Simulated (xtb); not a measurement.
C2H6BF2N, SMILES FCB(F)NC. All values are semi-empirical tight-binding results from xtb (GFN2-xTB unless named), good for trends rather than for accurate numbers. Coordinates come from a GFN2-xTB optimisation. The structure was generated by enumeration, and PubChem lists no compound with its InChIKey, so it may never have been made. One conformer was computed; it need not be the lowest.

Optimised geometry:

Bonded distances (Å): C1–N2 1.448, C1–H7 1.087, C1–H8 1.092, C1–H9 1.092, N2–B3 1.378, N2–H10 1.010, B3–F4 1.340, B3–C5 1.599, C5–F6 1.388, C5–H11 1.095, C5–H12 1.095. Angles (°): N2–C1–H7 108.9, N2–C1–H8 110.5, N2–C1–H9 110.5, H7–C1–H8 109.1, H7–C1–H9 109.1, H8–C1–H9 108.7, C1–N2–B3 127.4, C1–N2–H10 113.4, B3–N2–H10 119.1, N2–B3–F4 119.8, N2–B3–C5 122.3, F4–B3–C5 117.9, B3–C5–F6 111.8, B3–C5–H11 112.3, B3–C5–H12 112.3, F6–C5–H11 106.2, F6–C5–H12 106.2, H11–C5–H12 107.6.
Charge 0, spin multiplicity 1.

```yaml
point_group_as_xtb_finds_it: Cs
orbital_gap: 6.26 eV
dipole_moment: 1.66 D
zero_point_energy: 56.1 kcal/mol
G − E(el) at 298.15 K (modified RRHO): 36.3 kcal/mol
static polarisability (D4 model): 50.4 bohr³
solvation energy, GFN2-xTB/ALPB(water): -4.4 kcal/mol
solvation energy, GFN2-xTB/ALPB(dmf): -6.2 kcal/mol
```

Computed IR lines (harmonic; lines under 4 % of the strongest left out, lines within 3 cm⁻¹ merged):
ν (cm⁻¹): 80 (w), 407 (w), 677 (m), 812 (m), 1017 (m), 1069 (m), 1185 (s), 1324 (m), 1412 (w), 1435 (w), 1474 (w), 1527 (vs), 2940 (w), 2955 (w), 2965 (w), 2982 (w) (against the strongest line: vs over 80 %, s over 45 %, m over 15 %, w over 4 %, vw less)

Computed atomic charges and the Wiberg bond orders between heavy atoms:
charges (e) C1 -0.04, N2 -0.23, B3 0.38, F4 -0.31, C5 0.01, F6 -0.28, H7 0.07, H8 0.05, H9 0.05, H10 0.18, H11 0.06, H12 0.06. Bond orders C1–N2 1.01, N2–B3 1.40, B3–F4 1.00, B3–C5 0.96, C5–F6 0.93.
